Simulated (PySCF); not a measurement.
Method: TPSSh-D3(BJ)/def2-TZVP // CAM-B3LYP-D3(BJ)/def2-TZVP run with PySCF. Gas-phase values, no solvent. One relaxed conformer stands for a flexible species; it need not be the lowest. 

Reference species (SMILES): `C=C(Cl)/C=C/[SiH3]` (Cl–C–C–C torsion 0°) (neutral, multiplicity 1).

```
Quantity                  Value
----------------------  -------
HOMO–LUMO gap           4.67 eV
S1 oscillator strength    0.382
```

Changed species: `C=C([SiH3])/C=C/Cl` (Si–C–C–C torsion 0°).

**Question.** Predict the effect on the HOMO–LUMO gap and S1 oscillator strength.

**Answer.** the HOMO–LUMO gap is nearly the same; the S1 oscillator strength rises by 0.162, to 0.544.
